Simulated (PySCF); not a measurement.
[MnH3]+ at several levels of theory

All levels use the PBE0 minimum (quartet; H–H 0.830 Å, Mn–H 1.544 Å, Mn–H 1.693 Å, Mn–H 1.722 Å; H–H–Mn 74.0°, H–H–Mn 77.9°, H–Mn–H 28.1°, H–Mn–H 70.1°, H–Mn–H 98.2°), basis [Mn def2-TZVP, H def2-TZVP], no relativity, density fitting, no spin–orbit coupling, PySCF. For vertical energies the ionised species is a quintet (spins chosen at PBE0 and kept) and the electron-attached one a quintet. Open shells are unrestricted, also as the reference of the correlated levels. Dipoles are about the centre of mass. A dash marks a value that was not computed or is not defined at that level.

```csv
level,vertical IP (eV),vertical EA (eV),−ε(HOMO) (eV),dipole (D)
PBE0,15.26,7.34,12.85,1.45
HF,12.20,8.16,17.48,2.60
MP2,14.67,7.02,–,–
PBE,15.76,7.33,11.32,1.19
```

Spin contamination in at least one species weakens the values at: PBE0, HF, MP2.

With open d or f shells other occupations or spin states may lie lower.
